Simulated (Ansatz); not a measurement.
Ansatz (a first-principles code) input (B3LYP-D3(BJ)/def2-TZVP):

Ansatz 0.2 input:
```yaml
crystal:
  periodic: [false, false, false]
  atoms:
    - {symbol: Ge, position_ang: [-0.13787901, -0.70653447, -0.11847276]}
    - {symbol: O, position_ang: [1.70995650, -0.50860189, -0.37761207]}
    - {symbol: Cl, position_ang: [-0.66448713, 1.62851734, 0.29063880]}
    - {symbol: H, position_ang: [-0.04865765, -0.97579602, 1.49866258]}
    - {symbol: H, position_ang: [2.07741535, -0.03108058, 0.37250271]}
basis:
  gaussian:
    orbitals: def2-TZVP
hamiltonian:
  xc: b3lyp
  dispersion: d3bj
total_charge: -1
phonons: {temperatures: {t_min: 298.15, t_max: 298.15, t_step: 100}}
```

Output:

```
Functional definition: B3LYP
integrals: 0.05 GiB planned
891 factors; their error is unknown
mean field: 0.47 GiB planned
mean field evaluation 1: about -71125.0730 eV, gradient 3.1e1 eV
mean field evaluation 2: about -71122.5492 eV, gradient 5.1e1 eV
mean field evaluation 4: about -71126.4357 eV, gradient 1.7e0 eV
mean field evaluation 8: about -71126.4388 eV, gradient 2.8e-2 eV
mean field evaluation 16: about -71126.6868 eV, gradient 3.2e-5 eV
mean field -71126.68682479 eV, -2613.8575294110 hartree, gradient 3.2e-5 eV, S^2 0.000000; 0 other end points of the search recorded, 0 dependent functions left out
the calculation of the forces begins
reference -71126.68703550 eV, -2613.8575371546 hartree; 30, 30 occupied and 98, 98 virtual orbitals, 891 factors
these checks for a lower state are left out or cut short: stability, starts, cluster_reference, orbital_swaps, neighbouring_geometries, increment
integrals: 0.05 GiB planned
891 factors; their error is unknown
mean field: 0.47 GiB planned
mean field -71126.68677349 eV, -2613.8575275260 hartree, gradient 8.7e-7 eV, S^2 0.000000; 0 other end points of the search recorded, 0 dependent functions left out
the calculation of the forces begins
reference -71126.68698422 eV, -2613.8575352700 hartree; 30, 30 occupied and 98, 98 virtual orbitals, 891 factors
these checks for a lower state are left out or cut short: stability, starts, cluster_reference, orbital_swaps, neighbouring_geometries, increment
integrals: 0.05 GiB planned
891 factors; their error is unknown
mean field: 0.47 GiB planned
mean field -71126.68676441 eV, -2613.8575271921 hartree, gradient 8.8e-7 eV, S^2 0.000000; 0 other end points of the search recorded, 0 dependent functions left out
the calculation of the forces begins
reference -71126.68697511 eV, -2613.8575349353 hartree; 30, 30 occupied and 98, 98 virtual orbitals, 891 factors
these checks for a lower state are left out or cut short: stability, starts, cluster_reference, orbital_swaps, neighbouring_geometries, increment
integrals: 0.05 GiB planned
891 factors; their error is unknown
mean field: 0.47 GiB planned
mean field evaluation 32: about -71126.4389 eV, gradient 2.2e-1 eV
mean field -71126.68679411 eV, -2613.8575282838 hartree, gradient 2.6e-6 eV, S^2 0.000000; 0 other end points of the search recorded, 0 dependent functions left out
the calculation of the forces begins
reference -71126.68700486 eV, -2613.8575360286 hartree; 30, 30 occupied and 98, 98 virtual orbitals, 891 factors
these checks for a lower state are left out or cut short: stability, starts, cluster_reference, orbital_swaps, neighbouring_geometries, increment
integrals: 0.05 GiB planned
891 factors; their error is unknown
mean field: 0.47 GiB planned
mean field -71126.68680476 eV, -2613.8575286749 hartree, gradient 2.5e-6 eV, S^2 0.000000; 0 other end points of the search recorded, 0 dependent functions left out
the calculation of the forces begins
reference -71126.68701544 eV, -2613.8575364173 hartree; 30, 30 occupied and 98, 98 virtual orbitals, 891 factors
these checks for a lower state are left out or cut short: stability, starts, cluster_reference, orbital_swaps, neighbouring_geometries, increment
integrals: 0.05 GiB planned
891 factors; their error is unknown
mean field: 0.47 GiB planned
mean field -71126.68680459 eV, -2613.8575286689 hartree, gradient 2.3e-6 eV, S^2 0.000000; 0 other end points of the search recorded, 0 dependent functions left out
the calculation of the forces begins
reference -71126.68701530 eV, -2613.8575364121 hartree; 30, 30 occupied and 98, 98 virtual orbitals, 891 factors
these checks for a lower state are left out or cut short: stability, starts, cluster_reference, orbital_swaps, neighbouring_geometries, increment
integrals: 0.05 GiB planned
[...]
mean field: 0.47 GiB planned
mean field -71126.68675812 eV, -2613.8575269610 hartree, gradient 1.9e-6 eV, S^2 0.000000; 0 other end points of the search recorded, 0 dependent functions left out
the calculation of the forces begins
reference -71126.68696885 eV, -2613.8575347052 hartree; 30, 30 occupied and 98, 98 virtual orbitals, 891 factors
these checks for a lower state are left out or cut short: stability, starts, cluster_reference, orbital_swaps, neighbouring_geometries, increment
integrals: 0.05 GiB planned
891 factors; their error is unknown
mean field: 0.47 GiB planned
mean field -71126.68682110 eV, -2613.8575292757 hartree, gradient 1.1e-6 eV, S^2 0.000000; 0 other end points of the search recorded, 0 dependent functions left out
the calculation of the forces begins
reference -71126.68703181 eV, -2613.8575370189 hartree; 30, 30 occupied and 98, 98 virtual orbitals, 891 factors
these checks for a lower state are left out or cut short: stability, starts, cluster_reference, orbital_swaps, neighbouring_geometries, increment
integrals: 0.05 GiB planned
891 factors; their error is unknown
mean field: 0.47 GiB planned
mean field evaluation 128: about -71126.4389 eV, gradient 2.0e-1 eV
mean field -71126.68682393 eV, -2613.8575293797 hartree, gradient 1.2e-6 eV, S^2 0.000000; 0 other end points of the search recorded, 0 dependent functions left out
the calculation of the forces begins
reference -71126.68703466 eV, -2613.8575371237 hartree; 30, 30 occupied and 98, 98 virtual orbitals, 891 factors
these checks for a lower state are left out or cut short: stability, starts, cluster_reference, orbital_swaps, neighbouring_geometries, increment
integrals: 0.05 GiB planned
891 factors; their error is unknown
mean field: 0.47 GiB planned
mean field -71126.68681219 eV, -2613.8575289481 hartree, gradient 2.9e-6 eV, S^2 0.000000; 0 other end points of the search recorded, 0 dependent functions left out
the calculation of the forces begins
reference -71126.68702288 eV, -2613.8575366909 hartree; 30, 30 occupied and 98, 98 virtual orbitals, 891 factors
these checks for a lower state are left out or cut short: stability, starts, cluster_reference, orbital_swaps, neighbouring_geometries, increment
integrals: 0.05 GiB planned
891 factors; their error is unknown
mean field: 0.48 GiB planned
mean field -71126.68682578 eV, -2613.8575294476 hartree, gradient 1.4e-6 eV, S^2 0.000000; 0 other end points of the search recorded, 0 dependent functions left out
the calculation of the forces begins
reference -71126.68703652 eV, -2613.8575371920 hartree; 30, 30 occupied and 98, 98 virtual orbitals, 891 factors
these checks for a lower state are left out or cut short: stability, starts, cluster_reference, orbital_swaps, neighbouring_geometries, increment
integrals: 0.05 GiB planned
891 factors; their error is unknown
mean field: 0.48 GiB planned
mean field -71126.68680374 eV, -2613.8575286376 hartree, gradient 1.4e-6 eV, S^2 0.000000; 0 other end points of the search recorded, 0 dependent functions left out
the calculation of the forces begins
reference -71126.68701444 eV, -2613.8575363806 hartree; 30, 30 occupied and 98, 98 virtual orbitals, 891 factors
these checks for a lower state are left out or cut short: stability, starts, cluster_reference, orbital_swaps, neighbouring_geometries, increment
integrals: 0.05 GiB planned
891 factors; their error is unknown
mean field: 0.47 GiB planned
mean field -71126.68683562 eV, -2613.8575298092 hartree, gradient 1.2e-6 eV, S^2 0.000000; 0 other end points of the search recorded, 0 dependent functions left out
the calculation of the forces begins
reference -71126.68704635 eV, -2613.8575375534 hartree; 30, 30 occupied and 98, 98 virtual orbitals, 891 factors
these checks for a lower state are left out or cut short: stability, starts, cluster_reference, orbital_swaps, neighbouring_geometries, increment
integrals: 0.05 GiB planned
891 factors; their error is unknown
mean field: 0.48 GiB planned
mean field evaluation 160: about -71126.6868 eV, gradient 1.3e-5 eV
mean field -71126.68678463 eV, -2613.8575279354 hartree, gradient 2.2e-6 eV, S^2 0.000000; 0 other end points of the search recorded, 0 dependent functions left out
the calculation of the forces begins
reference -71126.68699539 eV, -2613.8575356805 hartree; 30, 30 occupied and 98, 98 virtual orbitals, 891 factors
these checks for a lower state are left out or cut short: stability, starts, cluster_reference, orbital_swaps, neighbouring_geometries, increment
integrals: 0.05 GiB planned
891 factors; their error is unknown
mean field: 0.47 GiB planned
mean field -71126.68680304 eV, -2613.8575286119 hartree, gradient 1.8e-6 eV, S^2 0.000000; 0 other end points of the search recorded, 0 dependent functions left out
the calculation of the forces begins
reference -71126.68701372 eV, -2613.8575363541 hartree; 30, 30 occupied and 98, 98 virtual orbitals, 891 factors
these checks for a lower state are left out or cut short: stability, starts, cluster_reference, orbital_swaps, neighbouring_geometries, increment
integrals: 0.05 GiB planned
891 factors; their error is unknown
mean field: 0.47 GiB planned
mean field -71126.68681690 eV, -2613.8575291212 hartree, gradient 2.7e-6 eV, S^2 0.000000; 0 other end points of the search recorded, 0 dependent functions left out
the calculation of the forces begins
reference -71126.68702767 eV, -2613.8575368667 hartree; 30, 30 occupied and 98, 98 virtual orbitals, 891 factors
these checks for a lower state are left out or cut short: stability, starts, cluster_reference, orbital_swaps, neighbouring_geometries, increment
integrals: 0.05 GiB planned
891 factors; their error is unknown
mean field: 0.48 GiB planned
mean field -71126.68677053 eV, -2613.8575274173 hartree, gradient 8.8e-7 eV, S^2 0.000000; 0 other end points of the search recorded, 0 dependent functions left out
the calculation of the forces begins
reference -71126.68698120 eV, -2613.8575351591 hartree; 30, 30 occupied and 98, 98 virtual orbitals, 891 factors
these checks for a lower state are left out or cut short: stability, starts, cluster_reference, orbital_swaps, neighbouring_geometries, increment
integrals: 0.05 GiB planned
891 factors; their error is unknown
mean field: 0.47 GiB planned
mean field -71126.68677608 eV, -2613.8575276209 hartree, gradient 2.8e-6 eV, S^2 0.000000; 0 other end points of the search recorded, 0 dependent functions left out
the calculation of the forces begins
reference -71126.68698683 eV, -2613.8575353659 hartree; 30, 30 occupied and 98, 98 virtual orbitals, 891 factors
these checks for a lower state are left out or cut short: stability, starts, cluster_reference, orbital_swaps, neighbouring_geometries, increment
integrals: 0.05 GiB planned
891 factors; their error is unknown
mean field: 0.48 GiB planned
mean field evaluation 192: about -71126.6868 eV, gradient 3.5e-5 eV
mean field -71126.68679466 eV, -2613.8575283039 hartree, gradient 8.8e-7 eV, S^2 0.000000; 0 other end points of the search recorded, 0 dependent functions left out
the calculation of the forces begins
reference -71126.68700534 eV, -2613.8575360461 hartree; 30, 30 occupied and 98, 98 virtual orbitals, 891 factors
these checks for a lower state are left out or cut short: stability, starts, cluster_reference, orbital_swaps, neighbouring_geometries, increment
integrals: 0.05 GiB planned
891 factors; their error is unknown
mean field: 0.48 GiB planned
mean field -71126.68672558 eV, -2613.8575257650 hartree, gradient 8.7e-7 eV, S^2 0.000000; 0 other end points of the search recorded, 0 dependent functions left out
the calculation of the forces begins
reference -71126.68693635 eV, -2613.8575335110 hartree; 30, 30 occupied and 98, 98 virtual orbitals, 891 factors
these checks for a lower state are left out or cut short: stability, starts, cluster_reference, orbital_swaps, neighbouring_geometries, increment
integrals: 0.05 GiB planned
891 factors; their error is unknown
mean field: 0.47 GiB planned
mean field -71126.68672894 eV, -2613.8575258887 hartree, gradient 8.8e-7 eV, S^2 0.000000; 0 other end points of the search recorded, 0 dependent functions left out
the calculation of the forces begins
reference -71126.68693959 eV, -2613.8575336300 hartree; 30, 30 occupied and 98, 98 virtual orbitals, 891 factors
Total energy: -71126.86268691 eV, -2613.8639922248 hartree
Atom 0 at    -0.137879    -0.706534    -0.118473 Å, force     0.001449     0.001027     0.001151 eV/Å
Atom 1 at     1.709957    -0.508602    -0.377612 Å, force     0.000281    -0.000625    -0.000592 eV/Å
Atom 2 at    -0.664487     1.628517     0.290639 Å, force    -0.000748    -0.000010    -0.000005 eV/Å
Atom 3 at    -0.048658    -0.975796     1.498663 Å, force    -0.000607    -0.000111    -0.000364 eV/Å
Atom 4 at     2.077415    -0.031081     0.372503 Å, force    -0.000376    -0.000281    -0.000190 eV/Å
Dipole moment:     0.057442    -0.257303     0.045668 e Å
Vibrations: 144.43 246.16 321.10 553.61 644.65 697.80 897.49 1660.91 3818.63 cm⁻¹, zero-point energy 0.556985 eV
```

It need not be the lowest isomer of its formula. Whether it binds its extra electron was not tested at this geometry.
